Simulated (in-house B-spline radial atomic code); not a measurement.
What moves the levels of B²⁺ ([He] 2s1)? Method: Dirac-Hartree-Fock, average of configuration, Fermi nucleus of rms radius 2.406 fm. Calculated with a radial B-spline atomic code at the basis-set limit.

Baseline run (computed): total energy -23.3833 hartree, 1s1/2 at -8.810255 hartree, 2s1/2 at -37.831 eV with <r> = 1.636 bohr.

Scaling the speed of light c (a factor of 100 is close to the non-relativistic limit):

```
c/c0  ΔE (hartree)  2s1/2 level (eV)  2s1/2 <r> (bohr)
0.95   -0.00079361          -37.8326             1.635
0.98   -0.00030288          -37.8319             1.635
1.02    0.00028523          -37.8309             1.636
   2     0.0055065          -37.8227             1.636
 100     0.0073401          -37.8198             1.636
```

**Question.** The nuclear charge is raised by 0.1. What does the Hellmann-Feynman theorem predict for the energy, and what is found?

**Answer.** dE/dZ ≈ -Σ<1/r>, which is -10.2308 at the start and -10.4563 at the end; their mean times 0.1 is -1.0344 hartree, and the two runs differ by -1.0344 hartree.
